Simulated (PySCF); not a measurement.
# Rhodium: a sound run and one with changed settings

Sound run: Rh⁺ [Kr] 4d8, Rh²⁺ [Kr] 4d7. Computed with PySCF 2.14 in x2c-SVPall, with scalar relativity by spin-free X2C-1e. The sound run starts from symmetry-adapted Hartree-Fock orbitals and uses a fine grid where one is needed.

Changed run: 14 angular points. This setting is unsound on purpose.

```csv
species,method,sound run (hartree),changed run (hartree),converged
Rh⁺,UHF,-4780.51111,-4780.51111,yes
Rh⁺,LDA,-4777.66526,-4777.72938,yes
Rh⁺,M06-2X,-4783.24874,-4783.23064,yes
Rh²⁺,UHF,-4779.91626,-4779.91626,yes
Rh²⁺,LDA,-4776.97064,-4776.96596,yes
Rh²⁺,M06-2X,-4782.57498,-4782.57750,yes
```

Ionisation energy of Rh⁺:

| method | sound run (eV) | changed run (eV) |
| --- | --- | --- |
| UHF | 16.187 | 16.187 |
| LDA | 18.902 | 20.774 |
| M06-2X | 18.334 | 17.773 |

A coarse angular grid integrates products of high-l functions wrongly, so density functionals can shift, and the SCF can exploit the error; Hartree-Fock and MP2 need no grid.

For comparison, NIST gives 18.08 eV between the lowest levels.
